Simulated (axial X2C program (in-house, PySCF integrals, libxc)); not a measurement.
## PdOH⁺: the levels of the configuration d8 s0

Calculated with an in-house all-electron X2C program for linear molecules (integrals from PySCF): two-component X2C with atomic mean-field Coulomb and Gaunt terms, basis Pd dyall-v3z, O dyall-v3z, H dyall-v3z (cores contracted in-house). Orbitals come from Hartree–Fock averaged over the configuration Pd d8 s0; CI then distributes these electrons over the d, s shells of Pd.

Pd–O–H held linear, bonds 1.866 and 0.950 Å (the second held) (near the minimum of the configuration average).

Lowest levels of this model:

| Ω | energy (cm⁻¹) | g∥ | configuration |
| --- | --- | --- | --- |
| 2 | 0 | 5.86 | 100% d8 |
| 0 | 70 | 0.00 | 100% d8 |
| 1 | 94 | 2.25 | 100% d8 |
| 0 | 1860 | 0.00 | 100% d8 |
| 3 | 3720 | 7.70 | 100% d8 |
| 4 | 4368 | 10.00 | 100% d8 |
| 1 | 4548 | 3.55 | 100% d8 |
| 0 | 5107 | 0.00 | 100% d8 |
| 2 | 5523 | 3.96 | 100% d8 |
| 3 | 6807 | 6.30 | 100% d8 |
| 1 | 6917 | 0.34 | 100% d8 |
| 2 | 8049 | 2.41 | 100% d8 |
| 0 | 9489 | 0.00 | 100% d8 |
| 1 | 10207 | 1.88 | 100% d8 |
| 2 | 12181 | 5.53 | 100% d8 |
| 0 | 13889 | 0.00 | 100% d8 |
| 0 | 14295 | 0.00 | 100% d8 |
| 0 | 19581 | 0.00 | 100% d8 |
| 3 | 21156 | 6.01 | 100% d8 |

g∥ is the magnitude of 2⟨Lz + ge Sz⟩ for the +Ω component.

Q: From Ω and g∥ of the lowest level, whose 2⟨Lz + ge Sz⟩ is positive, find ⟨Sz⟩ and ⟨Lz⟩ (ge = 2.0023).

A: Ω = ⟨Lz⟩ + ⟨Sz⟩ = 2 and ⟨Lz⟩ + ge⟨Sz⟩ = 2.930, so ⟨Sz⟩ = 0.93 and ⟨Lz⟩ = 1.07.

Occupations of the active spinors in the lowest level by ω, shell by shell in order of energy: -5/2: 0.76; -3/2: 0.98 0.26; -1/2: 0.59 0.65 0.00; 1/2: 0.98 0.78 0.00; 3/2: 1.00 1.00; 5/2: 1.00. The leading determinant has weight 0.40 among 60.

This point took 2 s on 1 thread of Arm Neoverse N1, on a shared host.

There is no dynamic correlation: spin–orbit spacings and, for f shells, spacings inside one term are the most reliable numbers, splittings between terms come out too wide, and energies between configurations are not reliable, so the lowest level need not be the ground state of the molecule. For d shells the ligand-field splittings (σ, π, δ) and their order can be off by a thousand cm⁻¹ or more. At most 4 roots were kept for each Ω > 0 (twice that for Ω = 0) within 3.2 eV of the lowest, so higher up levels can be missing between those listed; levels with Ω > 0 are doubly degenerate and listed once, Ω = 0 levels singly. The open spinors mix strongly with ligand orbitals, which this small active space describes poorly. Some active spinors are only partly of the character that their shell is named for, so the shell names and counts are nominal. States that fill the shells left empty in the average are placed too high. The molecule was held linear; bending was not examined.
